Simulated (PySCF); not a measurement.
# A series of derivatives of C1C[CH2][AlH][CH2]1

Parent skeleton `[CH2:1]1[CH2:2][CH2:3][AlH:4][CH2:5]1`; one hydrogen on atom 1 is replaced by X. Hydrogens on one atom are averaged.

[PySCF: σ from GIAO-PBE0/pcSseg-1; structure optimised with PBE0-D3(BJ)/def2-SVP; relativity neglected; in vacuum; a single conformation]

Scale: TMS for $^{13}$C (184.41 ppm), $^{1}$H (31.27 ppm); $^{27}$Al (489.28 ppm) against AlH4- (reference shieldings calculated alike).

Parent (X = H): C1 30.2, C2 30.2, C3 12.3, Al4 251.6, C5 12.3, H(C1) 1.64, H(C2) 1.64, H(C3) 0.25, H(Al4) 5.85 ppm. Effects are Δδ = δ(X) − δ(H), positive for deshielding.

Question: Give Δδ (ppm) for X = cPent, isopropenyl, nPr.

Answer: 
```tsv
X	SMILES	C1	C2	C3	Al4	C5	H(C1)	H(C2)	H(C3)	H(Al4)
cPent	C1CCC([C@H]2C[CH2][AlH][CH2]2)C1	+19.0	+5.8	+1.3	-0.4	+7.8	-0.97	-0.13	+0.12	+0.03
isopropenyl	C=C(C)[C@H]1C[CH2][AlH][CH2]1	+18.0	+3.2	+1.4	-1.4	+8.4	-0.16	+0.01	+0.23	+0.05
nPr	CCC[C@H]1C[CH2][AlH][CH2]1	+14.0	+8.3	+1.2	-0.1	+6.2	-0.63	-0.19	+0.15	+0.04
```

Question: Which position responds most, and to which substituents?

Answer: H(C1): from -0.97 ppm with cPent to -0.16 ppm with isopropenyl.
